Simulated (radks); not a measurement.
Problem. Mo+, 41 electrons, occupied as [Kr] 4d(up 4, down 1) (spins set by hand, not the high-spin state). All-electron calculation, non-relativistic Kohn-Sham, SCAN, spin-polarised, spherical densities, point nucleus; meta-GGA in the generalised Kohn-Sham scheme; relativity is left out, which matters for an element this heavy. Program: a radial shooting solver on a logarithmic mesh with Libxc functionals. Some entries of the table are withheld. Estimate them.

| orbital | occ. | eigenvalue (eV) | <r> (bohr) | r(max) (bohr) |
|---|---|---|---|---|
| 1s down | 1 | -19373.29 | 0.03631 | 0.02401 |
| 1s up | 1 | -19373.29 | 0.03631 | 0.02401 |
| 2s up | 1 | -2708.517 | 0.1586 | 0.1340 |
| 2s down | 1 | -2708.136 | 0.1586 | 0.1340 |
| 2p up | 3 | -2491.926 | 0.1361 | 0.1056 |
| 2p down | 3 | -2491.641 | 0.1361 | 0.1056 |
| 3s up | 1 | -469.9111 | 0.4394 | 0.3939 |
| 3s down | 1 | -469.7671 | 0.4395 | 0.3940 |
| 3p up | 3 | -385.9822 | 0.4350 | 0.3818 |
| 3p down | 3 | -385.7861 | 0.4350 | 0.3819 |
| 3d up | 5 | -233.4981 | 0.4145 | 0.3234 |
| 3d down | 5 | -233.1382 | 0.4145 | 0.3235 |
| 4s up | 1 | (1) | 1.144 | 1.021 |
| 4s down | 1 | (2) | 1.137 | 1.014 |
| 4p up | 3 | -46.5155 | 1.256 | 1.088 |
| 4p down | 3 | -44.1263 | 1.248 | 1.080 |
| 4d up | 4 | -11.4103 | 1.835 | 1.363 |
| 4d down | 1 | -8.9022 | 1.912 | 1.355 |

Solution. 
(1) 4s up eigenvalue (eV): -70.2501
(2) 4s down eigenvalue (eV): -68.0580
